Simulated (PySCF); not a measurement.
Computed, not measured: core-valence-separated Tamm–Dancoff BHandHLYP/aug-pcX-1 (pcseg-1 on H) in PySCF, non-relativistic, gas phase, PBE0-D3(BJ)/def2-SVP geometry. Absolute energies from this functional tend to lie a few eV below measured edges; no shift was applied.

Main lines of an unknown, eV (oscillator strength): C K: 283.0 (0.066), 286.1 (0.013), 286.2 (0.021), 286.5 (0.083), 286.8 (0.032); N K: 396.2 (0.061), 401.6 (0.007). Listed: the first five lines at most of each edge with a tenth or more of its strongest line's intensity; roots within 0.03 eV on the same or equivalent atoms are summed. Only the lowest roots were sought, and the top ones are left out.

Task: Which candidate gives them?
A. `C=C(CC)C(N)=O`
B. `[H]/N=C/OCC(=C)C`
C. `C1(COC1)/C=N/C`
D. `CC(C)=CC(N)=O`

Result: C. 

- `C/N=C/C1COC1`: C K: 283.0 (0.066), 286.1 (0.013), 286.2 (0.021), 286.5 (0.083), 286.8 (0.032); N K: 396.2 (0.061), 401.6 (0.007). First C line listed at 283.0 eV, hole on the imine carbon (1s→π*); first N line listed at 396.2 eV, hole on the imine nitrogen.
- `CC(C)=CC(N)=O`: C K: 282.5 (0.070), 282.8 (0.038), 284.8 (0.077), 285.5 (0.018), 285.5 (0.009); N K: 399.5 (0.019), 399.9 (0.012), 400.9 (0.033), 402.2 (0.004), 402.9 (0.005). First C line listed at 282.5 eV, hole on the fully substituted alkene carbon (1s→π*); first N line listed at 399.5 eV, hole on the amide nitrogen.
- `[H]/N=C/OCC(=C)C`: C K: 282.7 (0.057), 282.9 (0.065), 284.7 (0.079), 285.7 (0.009), 286.2 (0.028); N K: 396.8 (0.053), 399.4 (0.018). First C line listed at 282.7 eV, hole on the terminal =CH2 carbon (1s→π*); first N line listed at 396.8 eV, hole on the C=N nitrogen.
- `C=C(CC)C(N)=O`: C K: 282.2 (0.057), 282.5 (0.054), 284.6 (0.076), 285.3 (0.011), 285.8 (0.014); N K: 399.4 (0.015), 400.1 (0.011), 401.0 (0.035), 402.2 (0.012). First C line listed at 282.2 eV, hole on the terminal =CH2 carbon (1s→π*); first N line listed at 399.4 eV, hole on the amide nitrogen.

One conformer each; other structures than these candidates weren't tested.

Conformer computed: `[CH3:1]/[N:2]=[CH:3]/[CH:4]1[CH2:5][O:6][CH2:7]1`: N2–C3–C4–C5 -131°.
